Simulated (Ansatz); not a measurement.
Born–Oppenheimer molecular dynamics of C2H7ClOSi2 (13 atoms, charge 0, multiplicity 1). It goes on from the last frame of an earlier run, with new velocities.

Method: RKS B3LYP-D4/STO-3G (Ansatz 0.2.0).

| Quantity | Value |
| --- | --- |
| ensemble | NVT, Langevin thermostat |
| time step | 0.5 fs |
| steps asked | 250 |
| set temperature | 1000 K |
| friction | 0.001 /fs |
| seed | 408313 |

First frame:

```xyz
13
Properties=species:S:1:pos:R:3
Si -0.862 -0.773 1.467
C 0.477 -0.153 0.278
C 0.514 -0.770 -1.267
O 0.865 0.574 -2.110
Si 0.337 1.520 -0.691
Cl -1.507 2.538 -0.252
H -2.228 -0.418 1.295
H -0.708 -2.095 1.896
H -0.570 0.090 2.719
H 1.499 -0.120 0.793
H -0.351 -1.233 -1.715
H 1.288 -1.440 -1.456
H 1.240 2.722 -0.551
```

Task: What does the run give?

Result: The run went to its last step.

| Quantity | Value |
| --- | --- |
| steps done | 250 |
| time covered | 125 fs |
| mean temperature over the second half | 1013 K |
| spread of the potential energy over the second half | 15.9 meV per atom |
| mean potential energy of the second half above the start | 12.9 meV per atom |

A run of 0.12 ps of so small a system gives no equilibrium averages. Limits of this set-up: minimal basis.

Task: What happens to the structure?

Result: The same pairs are bonded in the first frame and the last. Pairs count as bonded within 1.25 times the sum of covalent radii (0.12 Å more for H–H). The details hang on the random start.

Task: How do temperature and energy run in time?

Result: 
```tsv
time (fs)	T (K)	potential energy less start (eV)
0.0	923	0.000
4.0	825	0.247
8.0	966	0.057
12.0	983	0.134
16.0	795	0.486
20.0	1314	-0.466
24.0	889	0.200
28.0	839	0.303
32.0	1127	-0.197
36.0	981	0.006
40.0	1005	-0.130
44.0	885	0.151
48.0	923	0.116
52.0	871	0.224
56.0	849	0.261
60.0	1211	-0.293
64.0	897	0.226
68.0	934	0.149
72.0	1134	-0.117
76.0	779	0.532
80.0	1168	-0.033
84.0	1166	-0.036
88.0	996	0.213
92.0	1008	0.167
96.0	872	0.435
100.0	1145	0.006
104.0	1119	-0.007
108.0	859	0.461
112.0	756	0.609
116.0	1073	0.079
120.0	1262	-0.153
124.0	1075	0.167
```

Run time: 12 min on 1 thread of Arm Neoverse V1, with other jobs on the host, peak memory 0.11 GiB.
